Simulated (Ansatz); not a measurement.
Molecular dynamics of Al$_{32}$P

input.yaml

```yaml
accuracy: low
crystal:
  lattice:
    - [8.1, 0.0, 0.0]
    - [0.0, 8.1, 0.0]
    - [0.0, 0.0, 8.1]
  atoms:
    - { symbol: Al, position: [0.47265519, -0.00209165, -0.01289986] }
    - { symbol: Al, position: [0.76458279, 0.23932909, 0.0010466] }
    - { symbol: Al, position: [0.73570683, 0.01947914, 0.2160175] }
    - { symbol: Al, position: [-0.01052225, 0.00571384, 0.01937098] }
    - { symbol: Al, position: [0.27933289, 0.26372232, -0.02120183] }
    - { symbol: Al, position: [0.52403997, 0.46780916, -0.06043867] }
    - { symbol: Al, position: [0.79339838, 0.74435168, 0.00085283] }
    - { symbol: Al, position: [0.22711567, 0.05500913, 0.29176796] }
    - { symbol: Al, position: [0.52224438, 0.24741949, 0.24975284] }
    - { symbol: Al, position: [0.77036168, 0.49975608, 0.20898406] }
    - { symbol: Al, position: [0.48990288, -0.00458001, 0.50683491] }
    - { symbol: Al, position: [0.75860044, 0.23122314, 0.49577111] }
    - { symbol: Al, position: [0.7217723, -0.02249121, 0.7900299] }
    - { symbol: Al, position: [0.00986348, 0.48615572, 0.00335421] }
    - { symbol: Al, position: [0.25163196, 0.74393933, 0.03423715] }
    - { symbol: Al, position: [-0.04777436, 0.23451516, 0.27038553] }
    - { symbol: Al, position: [0.13722796, 0.47962673, 0.27234158] }
    - { symbol: Al, position: [0.49529735, 0.7898654, 0.23113035] }
    - { symbol: Al, position: [-0.01161605, -0.01269518, 0.51194923] }
    - { symbol: Al, position: [0.2397663, 0.30002588, 0.52204807] }
    - { symbol: Al, position: [0.52599135, 0.51703015, 0.49184925] }
    - { symbol: Al, position: [0.7384195, 0.77304222, 0.54513619] }
    - { symbol: Al, position: [0.2397399, -0.00716991, 0.75465433] }
    - { symbol: Al, position: [0.48578575, 0.23548087, 0.73120067] }
    - { symbol: Al, position: [0.77975323, 0.46160847, 0.76648177] }
    - { symbol: Al, position: [-0.01589284, 0.77256341, 0.28034904] }
    - { symbol: Al, position: [-0.01675535, 0.52855953, 0.54554233] }
    - { symbol: Al, position: [0.24989829, 0.76235612, 0.53590856] }
    - { symbol: Al, position: [-0.03592733, 0.22436591, 0.76253974] }
    - { symbol: Al, position: [0.23222093, 0.54003982, 0.77259116] }
    - { symbol: Al, position: [0.48541494, 0.74704749, 0.7833562] }
    - { symbol: Al, position: [-0.01670889, 0.77569073, 0.77123007] }
    - { symbol: P, position: [0.40183807, 0.52038051, 0.18881505] }
basis:
  ecutwfc: 420.0
kpoints:
  mp_grid: { grid: [2, 2, 2] }
hamiltonian:
  xc: pbe
  pseudopotentials: { kind: paw, azcp: { folder: soft_1 } }
scf:
  occupations: { method: fermi_dirac, width: 0.1 }
  lower_state_search: "off"
md:
  timestep: 2
  n_steps: 260
  ensemble: nvt_langevin
  temperature: 1680.0
  initial_velocities: maxwell_boltzmann
  seed: 497111
  friction: 0.005
```

Command:

```bash
$ ansatz run input.yaml --threads 2 --pin off --max-ram 5120MiB --backend cpu --events-out ev --progress --plain --runs-dir out
```

It goes on from the last frame of an earlier run, with new velocities.

Output, in part (step lines):

```
md step     0: t =     0.00 fs  T =  1629.1 K  F+E_penalty+E_count = -17950.59618190 eV  E_kin = 6.949018 eV  (8 SCF iters)
md step     1: t =     2.00 fs  T =  1587.1 K  F+E_penalty+E_count = -17950.56646350 eV  E_kin = 6.770062 eV  (6 SCF iters)
md step     2: t =     4.00 fs  T =  1608.5 K  F+E_penalty+E_count = -17950.47800095 eV  E_kin = 6.861204 eV  (6 SCF iters)
md step     3: t =     6.00 fs  T =  1623.4 K  F+E_penalty+E_count = -17950.35709027 eV  E_kin = 6.924818 eV  (6 SCF iters)
md step     4: t =     8.00 fs  T =  1572.6 K  F+E_penalty+E_count = -17950.22363812 eV  E_kin = 6.708095 eV  (6 SCF iters)
md step     5: t =    10.00 fs  T =  1569.9 K  F+E_penalty+E_count = -17950.07414853 eV  E_kin = 6.696585 eV  (5 SCF iters)
md step     6: t =    12.00 fs  T =  1574.3 K  F+E_penalty+E_count = -17949.91858489 eV  E_kin = 6.715208 eV  (5 SCF iters)
md step     7: t =    14.00 fs  T =  1507.6 K  F+E_penalty+E_count = -17949.75293825 eV  E_kin = 6.430727 eV  (5 SCF iters)
[... lines left out ...]
```

The steps, from the saved trajectory:

```csv
time (fs),T (K),potential energy less start (eV)
0,1629,0.000
16,1470,1.013
32,1135,2.193
48,1495,1.213
64,1620,0.461
80,1304,1.658
96,1290,1.761
112,1501,1.404
128,1501,1.545
144,1536,1.242
160,1643,1.171
176,1616,1.073
192,1549,1.482
208,1139,2.895
224,1301,1.936
240,1607,0.339
256,1715,0.513
272,1259,2.151
288,1537,0.579
304,1601,0.104
320,1296,1.451
336,1402,1.963
352,1504,1.750
368,1484,1.831
384,1269,1.492
400,1583,0.619
416,1445,1.366
432,1483,1.843
448,1569,1.226
464,1352,2.227
480,1553,2.252
496,1354,2.115
512,1419,1.834
```

The run went to its last step. The mean temperature of the second half is 14 % below the set value. A run of 0.52 ps of so small a system gives no equilibrium averages. Limits of this set-up: coarse k mesh, odd electron count without spin, a small cell, in which the defect meets its images, low accuracy level.

Mean squared displacements from the first frame to the last, about the centre of mass: Al 0.33 Å², P 1.81 Å².

Last frame:

```xyz
33
Lattice="8.1000 0.0000 0.0000 0.0000 8.1000 0.0000 0.0000 0.0000 8.1000" Properties=species:S:1:pos:R:3
Al 4.165 0.164 -0.383
Al 5.622 2.575 -0.003
Al 5.656 0.056 2.012
Al -0.492 0.596 -0.362
Al 1.877 2.313 -0.073
Al 4.030 4.391 -0.406
Al 6.337 6.252 -0.531
Al 1.511 0.086 1.468
Al 3.669 1.510 1.662
Al 5.808 4.665 1.568
Al 3.707 0.670 4.014
Al 5.686 2.283 4.093
Al 6.003 0.001 5.694
Al 0.138 4.068 -0.926
Al 1.690 6.248 -0.567
Al -0.469 2.443 1.599
Al 1.425 4.470 1.294
Al 3.543 6.399 1.473
Al -0.242 0.467 3.769
Al 1.514 2.300 3.126
Al 3.807 4.511 4.651
Al 5.677 6.262 3.864
Al 1.782 0.396 5.664
Al 3.966 2.205 6.024
Al 5.902 4.277 5.799
Al -0.375 6.467 1.736
Al -0.179 4.401 3.568
Al 2.123 6.511 3.533
Al -0.094 2.354 5.449
Al 1.778 4.410 5.284
Al 3.747 6.653 6.110
Al 0.322 6.579 5.599
P 3.623 3.953 2.267
```

Run time: 37 min on 2 threads of Arm Neoverse V1, with other jobs on the host, peak memory 1.2 GiB.
